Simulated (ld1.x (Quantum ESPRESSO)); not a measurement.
An all-electron radial function and its pseudo partner (Be)

Columns: radius, all-electron u(r) and pseudo u(r) of the 2s shell (level -5.61 eV) of beryllium in the configuration [He] 2s2 2p0; PBE, scalar-relativistic, RRKJ scheme, ld1.x (Quantum ESPRESSO) 7.5.

```json
{"r (bohr)": "0.210", "all-electron": "0.2530", "pseudo": "-0.0280"}
{"r (bohr)": "0.420", "all-electron": "0.1525", "pseudo": "-0.0793"}
{"r (bohr)": "0.630", "all-electron": "-0.0328", "pseudo": "-0.1637"}
{"r (bohr)": "0.840", "all-electron": "-0.2143", "pseudo": "-0.2732"}
{"r (bohr)": "1.050", "all-electron": "-0.3637", "pseudo": "-0.3877"}
{"r (bohr)": "1.260", "all-electron": "-0.4777", "pseudo": "-0.4871"}
{"r (bohr)": "1.470", "all-electron": "-0.5584", "pseudo": "-0.5610"}
{"r (bohr)": "1.680", "all-electron": "-0.6084", "pseudo": "-0.6085"}
{"r (bohr)": "1.890", "all-electron": "-0.6328", "pseudo": "-0.6328"}
{"r (bohr)": "2.100", "all-electron": "-0.6368", "pseudo": "-0.6368"}
{"r (bohr)": "2.310", "all-electron": "-0.6254", "pseudo": "-0.6254"}
{"r (bohr)": "2.520", "all-electron": "-0.6027", "pseudo": "-0.6027"}
{"r (bohr)": "2.730", "all-electron": "-0.5722", "pseudo": "-0.5722"}
{"r (bohr)": "2.940", "all-electron": "-0.5369", "pseudo": "-0.5369"}
{"r (bohr)": "3.150", "all-electron": "-0.4989", "pseudo": "-0.4989"}
{"r (bohr)": "3.360", "all-electron": "-0.4600", "pseudo": "-0.4600"}
{"r (bohr)": "3.570", "all-electron": "-0.4214", "pseudo": "-0.4214"}
{"r (bohr)": "3.780", "all-electron": "-0.3840", "pseudo": "-0.3840"}
{"r (bohr)": "3.990", "all-electron": "-0.3484", "pseudo": "-0.3484"}
{"r (bohr)": "4.200", "all-electron": "-0.3150", "pseudo": "-0.3150"}
{"r (bohr)": "4.410", "all-electron": "-0.2840", "pseudo": "-0.2840"}
{"r (bohr)": "4.620", "all-electron": "-0.2553", "pseudo": "-0.2553"}
{"r (bohr)": "4.830", "all-electron": "-0.2290", "pseudo": "-0.2290"}
{"r (bohr)": "5.040", "all-electron": "-0.2050", "pseudo": "-0.2050"}
{"r (bohr)": "5.250", "all-electron": "-0.1832", "pseudo": "-0.1832"}
{"r (bohr)": "5.460", "all-electron": "-0.1634", "pseudo": "-0.1634"}
```

(1) How many radial nodes do the two functions have?

(2) At about which radius was the pseudo-wave matched?

(3) Where does each function peak?

(4) Is the pseudo-wave norm-conserving?

Results:

(1) The all-electron 2s function has n − l − 1 = 1; the pseudo-wave has 0, since the states of the same l below it are removed with the core.

(2) 1.80 bohr, where the columns begin to agree (steps of 0.21 bohr).

(3) Outermost all-electron maximum near 2.10 bohr, pseudo maximum near 2.10 bohr (to the table’s step).

(4) Yes: the RRKJ scheme keeps the norm inside the radius equal to the all-electron one, which fixes the energy derivative of the logarithmic derivative at the level.
